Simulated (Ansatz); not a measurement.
Correlation energies of H4NO3V (`[NH2][V](=[O])([OH])[OH]`) by basis set

Z-matrix (Å, degrees):
```
V
O 1 1.554
O 1 1.778 2 109.4
N 1 1.821 2 106.5 3 -119.8
O 1 1.779 2 109.9 3 120.9
H 3 0.961 1 119.8 2 162.6
H 4 1.010 1 124.4 2 164.4
H 4 1.009 1 123.1 2 -3.3
H 5 0.960 1 121.7 2 144.2
```

Total charge 0; spin multiplicity 1. Correlated methods include outer-core shells of V, which these sets cover unevenly. Scalar relativity is left out up to krypton. The geometry is a stationary point of PBE0-D4/def2-TZVP. It is one conformer, not always the lowest. Frozen core, restricted reference, the Gaussian-basis code of Ansatz.

| basis | HF (Eh) | MP2 corr. | CCSD corr. | (T) | CCSD(T) total |
| --- | --- | --- | --- | --- | --- |
| def2-SVP | ? | -1.25015 | ? | ? | ? |
| def2-TZVPP | -1224.38001 | -1.60170 | -1.51142 | ? | ? |
| def2-QZVPP | -1224.41057 | -1.71087 | – | – | – |

(1) Fill in the withheld values. (Estimate.)

Answers

(1) Ansatz gave: def2-SVP HF (Eh): -1223.87120; def2-SVP CCSD corr.: -1.17257; def2-SVP (T): -0.07480; def2-SVP CCSD(T) total: -1225.11857; def2-TZVPP (T): -0.10051; def2-TZVPP CCSD(T) total: -1225.99194.
